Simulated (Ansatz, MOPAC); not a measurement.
Molecule: SrF$_{2}$, charge 0, multiplicity 1. SMILES: [F][Sr][F]
Geometry from a B3LYP-D3(BJ)/def2-TZVP (Ansatz, an electronic-structure program) optimisation:
```xyz
3

Sr     0.2145    -0.1109    -0.1638
F     -0.6824     1.6736    -0.9291
F     -0.2233    -1.2053     1.6209
```

Quantity: vertical ionisation energy to the doublet, in eV. Terms: def2 sets with scalar-relativistic core potentials past Kr; open shells spin-unrestricted; no dispersion term unless named; frozen cores in correlated levels (noble-gas shells and the d and f shells of earlier blocks; the outer core of K, Ca and congeners matters and is frozen too); STO-3G and 3-21G all-electron and non-relativistic; PM7 with its own dispersion and hydrogen-bond terms; LANL2DZ with its own core potentials from Na on; spin-orbit terms left out; six Cartesian d functions in 6-31G* and its kin unless marked 5d; each state is the SCF solution reached for its charge and spin. Ab initio and DFT rows: single points at B3LYP-D3(BJ) geometries (Ansatz). Semi-empirical rows: differences of heats of formation at the shared geometry for vertical values.

```json
[
 {"level": "AM1", "program": "MOPAC", "vertical ionisation energy to the doublet (eV)": "9.84"},
 {"level": "PM3", "program": "MOPAC", "vertical ionisation energy to the doublet (eV)": "11.93"},
 {"level": "PM6", "program": "MOPAC", "vertical ionisation energy to the doublet (eV)": "11.50"},
 {"level": "PM7", "program": "MOPAC", "vertical ionisation energy to the doublet (eV)": "10.69"},
 {"level": "HF/6-31G* with LANL2DZ past Ar", "program": "Ansatz", "vertical ionisation energy to the doublet (eV)": "9.10"},
 {"level": "PBE/6-31G* with LANL2DZ past Ar", "program": "Ansatz", "vertical ionisation energy to the doublet (eV)": "8.54"},
 {"level": "B3LYP/3-21G", "program": "Ansatz", "vertical ionisation energy to the doublet (eV)": "8.14"},
 {"level": "B3LYP/6-31G* with LANL2DZ past Ar", "program": "Ansatz", "vertical ionisation energy to the doublet (eV)": "9.06"},
 {"level": "MP2/6-31G* with LANL2DZ past Ar", "program": "Ansatz", "vertical ionisation energy to the doublet (eV)": "10.64"},
 {"level": "B3LYP/def2-TZVPD", "program": "Ansatz", "vertical ionisation energy to the doublet (eV)": "10.91"},
 {"level": "PBE0/def2-TZVPD", "program": "Ansatz", "vertical ionisation energy to the doublet (eV)": "10.88"},
 {"level": "wB97X-V/def2-TZVPD", "program": "Ansatz", "vertical ionisation energy to the doublet (eV)": "11.40"}
]
```

No value to compare with is used here. The 9 habitual levels span 8.14 (B3LYP/3-21G) to 11.93 eV (PM3); PBE0/def2-TZVPD gives 10.88.

The levels are drawn from those run, B3LYP/6-31G* more often than the rest, none by its result; left out are runs that failed, that the program found above a lower state of the same kind, or whose <S^2> lies over 0.5 above the pure value.
